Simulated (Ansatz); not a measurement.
O2Zr (SMILES [O]=[Zr]=[O]), singlet, at a GFN2-xTB geometry (such geometries of metal compounds can be far from the true shape) (core potentials on Zr); B3LYP/def2-SVP in Ansatz (a first-principles code).

The Ansatz input:
Ansatz 0.2 input:
```yaml
crystal:
  periodic: [false, false, false]
  atoms:
    - {symbol: Zr, position_ang: [-0.14735518, -0.16294999, -0.21094306]}
    - {symbol: O, position_ang: [1.44787434, 0.60647650, -0.38052480]}
    - {symbol: O, position_ang: [-0.71109845, 0.20827346, 1.43524010]}
basis:
  gaussian:
    orbitals: def2-SVP
hamiltonian:
  xc: b3lyp
```

It wrote (shortened):

```
Functional definition: B3LYP
608 factors; their error is unknown
mean field evaluation 1: about -5351.1035 eV, gradient 1.0e2 eV
mean field evaluation 2: about -4960.3306 eV, gradient 3.4e2 eV
mean field evaluation 4: about -5372.0561 eV, gradient 1.1e1 eV
mean field evaluation 8: about -5372.3551 eV, gradient 5.7e-2 eV
mean field evaluation 16: about -5372.3805 eV, gradient 5.2e-5 eV
mean field -5372.38047609 eV, -197.4313409659 hartree, gradient 5.2e-5 eV, S^2 0.000000; 0 other end points of the search recorded, 0 dependent functions left out
reference -5372.38068268 eV, -197.4313485580 hartree; 14, 14 occupied and 45, 45 virtual orbitals, 608 factors
Total energy: -5372.38068268 eV, -197.4313485580 hartree
```
